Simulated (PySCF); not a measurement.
SMILES C#C[CH2] (C3H3), doublet (CAM-B3LYP/def2-SVP optimised geometry):

```
6

C      1.043    -0.003     0.000
C     -0.184    -0.002     0.003
C     -1.556    -0.001     0.005
H      2.116    -0.003     0.000
H     -2.116    -0.936    -0.068
H     -2.114     0.936     0.078
```

Computed with unrestricted CAM-B3LYP/def2-TZVP run with PySCF.

Problem. What are the frontier orbital energies (α orbitals alone; a β orbital can be the lowest empty one) and the dipole moment?

Solution. HOMO-2 -11.33 eV, HOMO-1 -9.43 eV, HOMO -7.61 eV, LUMO 1.89 eV, LUMO+1 2.76 eV; dipole moment 0.10 D.

On the same geometry unrestricted PBE/def2-TZVP (PySCF) gives HOMO-2 -8.35 eV, HOMO-1 -6.85 eV, HOMO -5.11 eV, LUMO -0.31 eV, LUMO+1 0.95 eV; dipole moment 0.08 D.

Meta-Löwdin charges at CAM-B3LYP/def2-TZVP: C1 -0.20, C2 -0.01, C3 -0.26, H4 0.18, H5 0.14, H6 0.14.
